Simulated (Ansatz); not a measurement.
CH₃FSiTe, SMILES `FC1[SiH2][Te]1`, charge 0, multiplicity 1.

Q: Give a relaxed structure at PBE0-D4/def2-TZVP (Ansatz 0.2.0). (Best estimate.)

A: Computed: 
Z-matrix (Å, degrees):
```
C
Si 1 1.860
Te 1 2.233 2 72.3
F 1 1.359 2 119.7 3 -109.6
H 1 1.086 2 122.6 3 102.3
H 2 1.481 1 118.6 3 -110.2
H 2 1.479 1 115.5 3 110.2
```
